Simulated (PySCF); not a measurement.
**Mayer bond orders and bond lengths**

C4H6FNSi.
SMILES with atom numbers: `[F:1][c:2]1[cH:3][cH:4][cH:5][n:6]1[SiH3:7]` (hydrogens: H8 on C3; H9 on C4; H10 on C5; H11, H12, H13 on Si7)

Structure used (PBE0-D3(BJ)/def2-SVP), in Å, numbered top down from 1:
```
atom  x, y, z in Å
F1     0.7328    2.1179    0.4703
C2     0.0875    0.9870    0.2285
C3    -1.2501    0.7087    0.2424
C4    -1.3472   -0.6772   -0.0976
C5    -0.0769   -1.1541   -0.2957
N6     0.8269   -0.1164   -0.0926
Si7    2.5984   -0.1812   -0.2297
H8    -2.0516    1.4076    0.4665
H9    -2.2647   -1.2562   -0.1847
H10    0.2734   -2.1476   -0.5655
H11    3.2261    0.1482    1.0791
H12    2.8986   -1.5833   -0.6244
H13    3.0631    0.7769   -1.2695
```

Bond orders from the PBE0/pcSseg-1 density (PySCF). Geometry: PBE0-D3(BJ)/def2-SVP; no solvent, vibrations or thermal averaging.

(1) Where do the orders between heavy atoms depart from those drawn in the SMILES?

(2) Set the Mayer orders of the bonds beside their lengths.

## Answers

(1) The largest departure is 0.438, at C5–N6 (drawn aromatic, 1.062), counting aromatic bonds as 1.5. Drawn single, order below 0.88: N6–Si7 (0.800). The bonds drawn aromatic range from 1.06 to 1.59.

(2) 
```tsv
bond	drawn as	length (Å)	Mayer order
F1–C2	single	1.324	0.960
C2–C3	aromatic	1.366	1.559
C3–C4	aromatic	1.430	1.274
C4–C5	aromatic	1.371	1.587
C5–N6	aromatic	1.391	1.062
N6–Si7	single	1.778	0.800
N6–C2	aromatic	1.367	1.120
C3–H8	single	1.087	0.972
C4–H9	single	1.088	0.983
C5–H10	single	1.087	0.971
Si7–H11	single	1.488	0.934
Si7–H12	single	1.487	0.945
Si7–H13	single	1.488	0.935
```

By pair of heavy elements: C–C: lowest C3–C4 (1.274, 1.430 Å), highest C4–C5 (1.587, 1.371 Å); in 1 of the 3 pairs the longer bond (by over 0.003 Å) has the higher order (by 0.02 or more). C–N: lowest C5–N6 (1.062, 1.391 Å), highest N6–C2 (1.120, 1.367 Å).

Sum the orders of all bonds at each heavy atom with more than one neighbour and set the sums beside the valence in the SMILES.

C2 3.639 (drawn 4), C3 3.805 (drawn 4), C4 3.844 (drawn 4), C5 3.620 (drawn 4), N6 2.982 (drawn 3), Si7 3.614 (drawn 4). Orders between atoms that aren't bonded are not in these sums.

The Mayer order sums products of elements of PS (density times overlap matrix) between the two atoms' basis functions, so it depends on the basis set.

These values come from a run that also computed NMR shieldings. On an Arm Neoverse V2 with one thread, no GPU (shared host), this took 14 s of wall time.
